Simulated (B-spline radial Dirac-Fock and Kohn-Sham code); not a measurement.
Z = 79 (gold), transition energy 43.1 keV. These are calculated numbers from a B-spline atomic structure program; the model is a Dirac-Hartree-Slater potential of the neutral atom with a Latter tail (no hole, which puts coefficients of high multipoles low close above an edge), finite nucleus with surface currents. The K shell is not open to conversion at this energy. Subshells that would emit electrons below 1 keV are left out.

**Question.** A pure transition shows α(L) = 12100, L1/L2 = 0.0219 and L1/L3 = 0.0222. What is its multipolarity?
A. E4
B. E2
C. M4
D. M3
E. E1
F. M2
G. E3
H. M1

**Answer.** G. For comparison, α(L), L1/L2, L1/L3 are E1 0.635, 1.36, 1.11; E2 200, 0.0177, 0.0169; E4 337000, 0.0201, 0.0205; M1 11.9, 9.67, 95.3; M2 643, 12.7, 2.31; M3 37900, 11.3, 0.259; M4 1.40e+06, 9.52, 0.0866.
